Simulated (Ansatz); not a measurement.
`CC(C)[NH][Ti]([OH])([OH])[OH]` and `[NH2][Ti]([OH])([OH])[OH]` differ in one atom or group.

Ansatz, PBE0-D4/def2-TZVP geometries, multiplicity 1. Each molecule was computed in one conformer, which needn't be the lowest.

Scalar relativity is left out up to krypton.

| property | `CC(C)[NH][Ti]([OH])([OH])[OH]` |
| --- | --- |
| HOMO–LUMO gap (ωB97M-V/def2-TZVPP) / eV | 10.12 |
| size of the dipole moment (PBE/def2-TZVPP) / D | 1.25 |
| size of the dipole moment (B3LYP/def2-TZVPP) / D | 1.32 |
| HOMO–LUMO gap (PBE/def2-TZVPP) / eV | 3.43 |
| size of the dipole moment (ωB97M-V/def2-TZVPP) / D | 1.25 |
| HOMO energy (PBE/def2-TZVPP) / eV | -5.47 |

(1) Give the same properties after the change, and the shifts. (Best estimate.)

Answers

(1) Computed: 
| property | `[NH2][Ti]([OH])([OH])[OH]` | shift |
| --- | --- | --- |
| HOMO–LUMO gap (ωB97M-V/def2-TZVPP) / eV | 10.75 | 0.63 |
| size of the dipole moment (PBE/def2-TZVPP) / D | 1.43 | 0.18 |
| size of the dipole moment (B3LYP/def2-TZVPP) / D | 1.49 | 0.17 |
| HOMO–LUMO gap (PBE/def2-TZVPP) / eV | 3.92 | 0.49 |
| size of the dipole moment (ωB97M-V/def2-TZVPP) / D | 1.47 | 0.22 |
| HOMO energy (PBE/def2-TZVPP) / eV | -6.00 | -0.53 |

Dipoles are sizes alone; their direction can turn.

Positive LUMOs are unbound, so they and the gaps depend on the basis.

B3LYP here is the variant with VWN-RPA as its local correlation; programs differ in this.
